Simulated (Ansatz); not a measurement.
A nudged elastic band was laid between two geometries of Cl₂FH₄NOTi (10 atoms, charge 0, multiplicity 1).

Method: Ansatz 0.2.0, RKS PBE0/def2-SVP.

| Property | Result |
| --- | --- |
| movable images | 7 |
| climbing image | yes |
| spring | 5.0 eV/Å² |
| optimiser | quadratic models (default) |
| start path | through a guess of the saddle point |
| force threshold | 0.05 eV/Å |
| iteration limit | 60 |
| end points | relaxed |

First end point:

```xyz
10
Properties=species:S:1:pos:R:3
Ti -0.072 -0.087 0.228
F -0.472 0.082 1.916
Cl 1.948 0.648 -0.401
O -1.042 1.183 -0.477
H -1.371 1.520 -1.316
Cl -1.013 -1.773 -0.923
N 1.182 -1.826 1.039
H 0.593 -2.534 1.477
H 1.695 -2.276 0.281
H 1.864 -1.502 1.726
```

Last end point:

```xyz
10
Properties=species:S:1:pos:R:3
Ti 0.309 -0.594 -0.749
F -0.287 0.236 2.419
Cl 2.097 0.139 -1.781
O -0.635 0.718 -0.122
H -0.709 0.826 0.857
Cl -0.935 -1.975 -1.908
N 0.887 -1.499 0.831
H 0.498 -2.425 1.016
H 1.891 -1.521 1.022
H 0.197 -0.470 1.966
```

Task: What changes between the two ends?

Result: Bonds broken: Ti1–F2, N7–H10. Bonds formed: F2–H10. Cl2FH4NOTi becomes Cl2H3NOTi + FH.

Task: What energy profile does the band end with?

Result: It converged. The highest image is number 7 of 0 to 8, 1.55 eV above the first end and 0.16 eV above the last; the last end lies 1.39 eV above the first. A vibrational analysis at the climbing image gives one clearly imaginary mode, 177i cm⁻¹: a first-order saddle point. The orbitals stay closed-shell, which can raise the energy where a bond breaks towards radicals; this wasn't checked here.

```tsv
image	path coordinate (Å)	energy (eV)	Ti1–F2 (Å)	N7–H10 (Å)	F2–H10 (Å)
0	0.00	0.00	1.74	1.02	2.83
1	0.84	0.04	1.75	1.02	2.60
2	1.69	0.07	1.76	1.02	2.51
3	2.54	0.20	1.78	1.02	2.39
4	3.39	0.28	1.78	1.02	2.33
5	4.24	0.27	1.78	1.02	2.26
6	5.10	0.60	1.87	1.03	1.75
7	5.95	1.55	2.37	1.45	1.03
8	8.31	1.39	3.33	1.68	0.97
```

Task: What is the geometry of the highest image?

Result: 
```xyz
10
Properties=species:S:1:pos:R:3
Ti 0.259 -0.484 -0.422
F 0.694 0.570 1.658
Cl 1.944 0.688 -1.183
O -1.255 0.340 -0.100
H -1.231 0.990 0.620
Cl -0.241 -1.870 -2.038
N 0.739 -1.724 1.029
H -0.005 -2.324 1.388
H 1.568 -2.299 0.877
H 0.841 -0.452 1.720
```

Task: What are the harmonic wavenumbers there?

Result: 177i, 92, 117, 140, 154, 168, 215, 281, 331, 410, 441, 462, 605, 623, 644, 650, 820, 1204, 1249, 1508, 2134, 3534, 3629, 3823 cm⁻¹.

Run time: 7.8 min on 4 threads of Intel(R) Xeon(R) 6975P-C (Granite Rapids), on a shared host, peak memory 0.4 GiB.
